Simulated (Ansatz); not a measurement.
GeH4O2Si, SMILES `O[SiH]1[O][GeH2]1`, relaxed with RKS PBE-D4/def2-SVP in Ansatz from a rough embedded geometry. The force threshold is 0.03 eV/Å; the program also tests the step.

Charge 0, multiplicity 1.

Start:

```xyz
8

O     0.906   -1.346    1.166
Si    0.192    0.120    0.859
O     0.943    0.809   -0.480
Ge   -0.604    0.386   -1.306
H     0.266   -1.870    1.761
H     0.033    1.127    1.936
H    -1.449    1.581   -1.662
H    -0.287   -0.807   -2.274
```

Task: How much energy does the relaxation release, and in how many steps? (An estimate is asked.)

Result: Computed: 11.27 kcal/mol, in 10 steps, 1 of them rejected.

Task: Which bonds change most? (Best estimate.)

Result: The calculation gave: O3–Ge4 from 1.804 to 1.961 Å; Ge4–H7 from 1.506 to 1.557 Å; O1–H5 from 1.019 to 0.973 Å; Si2–Ge4 from 2.322 to 2.297 Å.

Task: Give the relaxed structure. (Estimate.)

Result: Ansatz gave: 
```xyz
8

O     0.784   -1.451    1.250
Si    0.196    0.030    0.761
O     1.013    0.737   -0.504
Ge   -0.733    0.362   -1.313
H     0.647   -1.667    2.190
H    -0.139    0.862    1.968
H    -1.300    1.715   -1.835
H    -0.470   -0.587   -2.517
```
